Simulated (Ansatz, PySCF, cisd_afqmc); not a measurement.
System: AlH$_{2}$Br, charge 0, singlet. AlH2Br (SMILES [AlH2][Br]).
B3LYP-D3(BJ)/def2-TZVP minimum from Ansatz (a quantum-chemistry and plane-wave program):
```
Al
H 1 1.5694
H 1 1.5694 2 124.82
Br 1 2.2670 2 117.59 3 -180.00
```
Charge 0, spin multiplicity 1.

Atomisation energy term by term, kcal/mol (programs: Ansatz, cisd_afqmc). Open shells are spin-unrestricted; no spin-orbit coupling. Cores are frozen in correlated methods (noble-gas shells, and filled d and f shells in the p block). No relativity. AFQMC/CISD: phaseless, guided by CISD from CCSD amplitudes; bars are statistical, one sigma. Outlying blocks are dropped, and bars are widened where a walk drifts. Over all cases where full CI ran beside it in this data, AFQMC minus full CI had a median of +0.1 mEh and passed +0.4 mEh in a tenth of the cases. CBS(X,Y): correlation extrapolated as X^-3, Hartree-Fock from the larger set. A bracket is a step between two methods taken in the basis named. For partners of very few electrons the exact lower level stands in for a higher one. Spin-orbit terms, left out, reach several kcal/mol for Br and I, and more for heavier atoms.

```
term                                                                   basis  kcal/mol
-----------------------  ---------------------------------------------------  --------
Hartree-Fock                                                      def2-QZVPP    184.17
CCSD correlation                                  CBS(def2-TZVPP,def2-QZVPP)     48.68
(T)                                               CBS(def2-TZVPP,def2-QZVPP)      2.54
CCSDT(Q) - CCSD(T)                                                def2-TZVPP     -0.01
CCSDTQ - CCSDT(Q)                                                   def2-SVP     -0.01
minus zero-point energy  harmonic, PySCF's Hessian at B3LYP-D3(BJ)/def2-TZVP     -8.89
sum: D0                                                                          226.5
```

The step beyond CCSD(T) by other levels: CCSDTQ in def2-SVP 0.15; AFQMC/CISD in def2-SVP 0.28 ± 0.12; CCSDT(Q) in def2-SVP 0.16 kcal/mol.
